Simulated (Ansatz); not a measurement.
`C=[CH][SnH2][Br]` + `[OH][SnH3]` → `[OH][SnH2][Br]` + `C=[CH][SnH3]`  (redistribution)

Isolated molecules relaxed with PBE0-D4/def2-TZVP in Ansatz; ΔE leaves out vibrations. CCSD(T)/CBS adds triple-zeta CCSD(T) − MP2 to the extrapolated MP2 energy (def2 sets, frozen cores). DFT in def2-TZVPP. Elements past krypton have def2 core potentials. For Br, Sn outer-core shells are correlated without core-valence functions, which leaves a few kJ/mol of doubt a bond. Scalar relativity is left out up to krypton. One conformer a species, not always the lowest.

`C=[CH][SnH2][Br]`:

```xyz
9

C     0.113   -0.002   -1.637
C    -0.268    0.692   -0.574
Sn   -0.074   -0.049    1.400
Br    0.941   -2.308    1.155
H     0.549   -0.993   -1.553
H     0.005    0.396   -2.643
H    -0.700    1.683   -0.702
H     1.002    0.857    2.363
H    -1.567   -0.276    2.191
```

`[OH][SnH3]`:

Cartesian coordinates in Å:
```
O 1.429 -0.454 -0.072
Sn -0.481 0.024 -0.114
H 1.926 0.031 0.591
H -0.615 1.692 -0.463
H -1.163 -0.334 1.412
H -1.097 -0.959 -1.354
```

`[OH][SnH2][Br]`:

Cartesian coordinates in Å:
```
O -0.011 -0.593 1.439
Sn -0.339 0.172 -0.328
Br 1.763 1.274 -1.047
H 0.776 -1.141 1.479
H -0.653 -1.057 -1.462
H -1.536 1.345 -0.081
```

`C=[CH][SnH3]`:

Cartesian coordinates in Å:
```
C 1.061 -1.067 -0.698
C -0.135 -0.491 -0.689
Sn -0.700 0.951 0.766
H 1.824 -0.835 0.040
H 1.337 -1.804 -1.449
H -0.855 -0.767 -1.456
H -1.107 2.431 0.017
H 0.630 1.174 1.813
H -2.054 0.407 1.655
```

| level | ΔE (kJ/mol) |
| --- | --- |
| B97M-V | -1.5 |
| PBE0-D4 | -1.2 |
| CCSD/def2-SVP | -2.1 |
| HF/def2-TZVPP | -1.5 |

Q: What does CCSD(T)/CBS give? (Estimate.)

A: Ansatz gave: +0.6 kJ/mol. The listed levels differ from it by -2.1, -1.8, -2.7, -2.1 kJ/mol.

Largest T1 diagnostic among the species: 0.014.

Leaving LDA and LC-ωPBE aside and taking each functional with its dispersion term where it has one, the values, not all of them listed here, spread over 2.7 kJ/mol, from r2SCAN-D4 to BHLYP-D4.
